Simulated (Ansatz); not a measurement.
C2H4ClFSi (`C=C(F)[SiH2]Cl`), relaxed with RKS PBE0-D4/def2-TZVP in the Gaussian-basis code of Ansatz from a PBE-D4/def2-SVP geometry. The force threshold is 0.005 eV/Å; the program also tests the step.

Charge 0, multiplicity 1.

Start:

```xyz
9

C     0.693    0.889    1.163
C     0.189    0.677   -0.066
F     0.108    1.695   -0.957
Si   -0.427   -0.985   -0.718
Cl   -2.466   -0.884   -1.123
H     0.748    0.062    1.885
H     1.054    1.884    1.471
H     0.277   -1.324   -1.997
H    -0.176   -2.015    0.342
```

```tsv
step	energy (eV)	largest force (eV/Å)	largest move (Å)
1	-25246.9908	0.647	0.000
2	-25247.0351	0.157	0.042
3	-25247.0372	0.132	0.020
4	-25247.0383	0.028	0.014
5	-25247.0384	0.021	0.007
6	-25247.0385	0.011	0.014
7	-25247.0385	0.011	0.004
8	-25247.0385	0.005	0.001
9	-25247.0385	0.003	0.001
```

End:

```xyz
9

C     0.691    0.877    1.142
C     0.179    0.673   -0.062
F     0.086    1.702   -0.929
Si   -0.421   -0.975   -0.708
Cl   -2.425   -0.876   -1.130
H     0.760    0.054    1.841
H     1.043    1.854    1.454
H     0.283   -1.328   -1.961
H    -0.195   -1.981    0.353
```

It took 30 s on 4 threads of an Arm Neoverse V1 on a shared host, with 0.48 GiB of host memory at the peak.
